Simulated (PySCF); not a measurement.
Species: C₄H₇FO₃S.
Cartesian coordinates in Å at the PBE0-D3(BJ)/def2-SVP level; atoms count from 1:
```xyz
16
C4H7FO3S angstrom
C      3.1471    0.2844    0.2182
O      1.9937    0.3804   -0.6045
C      0.8449   -0.0837   -0.1652
F      0.8562   -0.4422    1.1014
C     -0.2576   -0.1672   -0.9280
S     -1.7865   -0.8218   -0.3643
C     -2.5822    0.5366    0.4781
O     -1.5401   -1.8570    0.6341
O     -2.5689   -1.0982   -1.5638
H      3.9627    0.7243   -0.3659
H      3.0170    0.8461    1.1544
H      3.3824   -0.7649    0.4500
H     -0.2211    0.1392   -1.9723
H     -1.9811    0.8260    1.3492
H     -2.7122    1.3690   -0.2245
H     -3.5591    0.1468    0.7964
```

Level of theory: TDDFT CAM-B3LYP/def2-SVPD, vertical, gas phase, core orbitals frozen in the response (PySCF 2.14.0, density-fitted response routines).

Transition dipole moments from the ground state, in atomic units and in the frame of the coordinates above (overall signs are arbitrary), for the states with f of 0.002 or more among the lowest 7:

```tsv
state	E (eV)	μx	μy	μz
S1	6.587	1.655	0.182	0.363
S2	6.742	-0.295	-0.364	-0.143
S3	6.860	0.664	0.016	0.159
S4	7.263	-0.081	-0.064	0.112
S5	7.666	-0.016	-0.084	-0.064
S6	7.696	-0.112	0.028	-0.078
S7	7.890	-0.104	0.184	0.202
```

Problem. What oscillator strength does each state have?

Solution. f = (2/3) ΔE |μ|² with ΔE in hartree (27.2114 eV).

```
state  |μ|² (au)  |μ| (D)      f
   S1      2.902     4.33  0.468
   S2      0.240     1.25  0.040
   S3      0.466     1.74  0.078
   S4      0.023     0.39  0.004
   S5      0.011     0.27  0.002
   S6      0.019     0.35  0.004
   S7      0.085     0.74  0.017
```

Problem. What angle do the transition dipoles of S3 and S7 make?

Solution. |cos θ| = |μa·μb| / (|μa| |μb|) = 0.17, so θ ≈ 80° (taken between 0 and 90°, since the signs are arbitrary).

Problem. How is the summed strength of these states shared among x, y and z?

Solution. (2/3) Σ ΔE μα² gives 0.536 for x, 0.036 for y and 0.041 for z, 0.613 in all.

Problem. What peak molar absorption coefficient would the strongest computed level give as a lone Gaussian band 0.5 eV wide at half height?

Solution. ε(max) = 2.175×10⁸ f / FWHM, with the width in cm⁻¹. S1: 2.175×10⁸ × 0.4683 / 4033 ≈ 25000 L mol⁻¹ cm⁻¹.

The vertical ionisation energy (ΔSCF) is 9.75 eV, 1.86 eV above S7.

One conformer stands for the species.
